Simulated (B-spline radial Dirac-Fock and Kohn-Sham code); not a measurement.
ΔSCF core binding energies without Breit or QED terms, calculated with a B-spline atomic structure program.

A sound run for the Pm atom in the configuration 1s2 2s2 2p6 3s2 3p6 3d10 4s2 4p6 4d10 4f5 5s2 5p6 6s2: The ground state converged in 13 iterations, with total energy -10022.09236 Ha, virial ratio 1.92494 and highest orbital energy -4.80 eV. ΔSCF binding energies: K (1s) 45371.2 eV, L3 (2p3/2) 6478.1 eV, M5 (3d5/2) 1033.8 eV.

A second run, with one unsound setting: The ground state converged in 13 iterations, with total energy -5530.01790 Ha, virial ratio 2.57818 and highest orbital energy -3.10 eV. ΔSCF binding energies: K (1s) 8152.4 eV, L3 (2p3/2) 4124.8 eV, M5 (3d5/2) 1248.7 eV.

```
iter   energy (Ha)        error
   1    -5407.81514207  6.90e+00
   2    -5480.70755383  1.97e+00
   3    -5525.86215875  4.42e-01
   4    -5529.62734548  1.17e-01
   5    -5529.97550794  4.95e-02
   6    -5530.01520214  1.10e-02
   7    -5530.01759604  2.29e-03
   8    -5530.01787226  6.01e-04
   9    -5530.01789858  1.64e-04
  13    -5530.01790179  6.14e-08
```

**Question.** Which fault fits the second run best?
A. too few iterations
B. nuclear radius in wrong units
C. functional not served
D. unbound anion

**Answer.** B. The input had radius_factor = 1000.0: radius_factor inflates the nucleus far beyond its size, which weakens the binding of the inner electrons.
